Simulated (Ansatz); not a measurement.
Compare A (`C#CCCCCC`) with its isomer B (`CC#CCCCC`).

Computed with Ansatz on PBE0-D4/def2-TZVP structures; ΔE is electronic, products minus reactants. CBS: MP2 limit from def2 TZ/QZ plus the TZ coupled-cluster correction, frozen cores. Functionals use def2-TZVPP. B3LYP here is the variant with VWN-RPA as its local correlation; programs differ in this. Each species was taken in one conformer, which may not be the lowest.

A:

```xyz
19

C    -2.8979   -0.6459   -1.2357
C    -2.2375    0.2565   -0.7979
C    -1.4156    1.3375   -0.2804
C     0.0268    1.3003   -0.7964
C     0.7712    0.0098   -0.4898
C     0.9321   -0.2879    0.9927
C     1.7570   -1.5372    1.2488
H    -3.4909   -1.4413   -1.6201
H    -1.8745    2.2933   -0.5527
H    -1.4257    1.2962    0.8136
H     0.0133    1.4616   -1.8782
H     0.5618    2.1494   -0.3572
H     1.7634    0.0629   -0.9519
H     0.2532   -0.8268   -0.9719
H     1.4006    0.5720    1.4873
H    -0.0530   -0.4085    1.4556
H     1.2931   -2.4131    0.7870
H     2.7625   -1.4385    0.8300
H     1.8600   -1.7403    2.3172
```

B:

```xyz
19

C    -0.727    3.146    1.632
C    -0.173    1.812    1.488
C     0.286    0.707    1.375
C     0.845   -0.627    1.211
C     0.929   -1.072   -0.250
C    -0.426   -1.188   -0.926
C    -0.322   -1.609   -2.381
H    -1.372    3.398    0.787
H    -1.325    3.226    2.544
H     0.064    3.898    1.685
H     1.844   -0.653    1.660
H     0.237   -1.344    1.775
H     1.555   -0.363   -0.803
H     1.442   -2.040   -0.288
H    -1.042   -1.908   -0.374
H    -0.943   -0.226   -0.852
H     0.173   -2.580   -2.478
H     0.260   -0.885   -2.959
H    -1.307   -1.691   -2.846
```

(1) Which isomer does CCSD(T)/CBS put lower? Give the gap. (Best estimate.)

(2) Give E(B) − E(A) in kcal/mol with CCSD(T)/def2-SVP, MP2/def2-TZVPP, r2SCAN-D4, B3LYP, LDA (SPW92), CCSD(T)/def2-TZVPP, PBE-D4. (Estimate.)

Largest T1 diagnostic: 0.010.

Answers

(1) Computed: B, by 4.4 kcal/mol.

(2) Computed: CCSD(T)/def2-SVP -5.1, MP2/def2-TZVPP -4.8, r2SCAN-D4 -6.2, B3LYP -7.2, LDA (SPW92) -6.7, CCSD(T)/def2-TZVPP -4.4, PBE-D4 -6.7. None reverses the order clearly.

In def2-TZVPP, CCSD(T) changes the Hartree–Fock value by +2.2 kcal/mol (the triples alone add +0.2 kcal/mol) and MP2 by +1.8 kcal/mol. The D4 term adds +1.1 kcal/mol with B3LYP and +0.7 kcal/mol with PBE0; it sums over pairs of atoms, weighted by their polarisabilities, and B3LYP, whose exchange is more repulsive, gets the larger term.
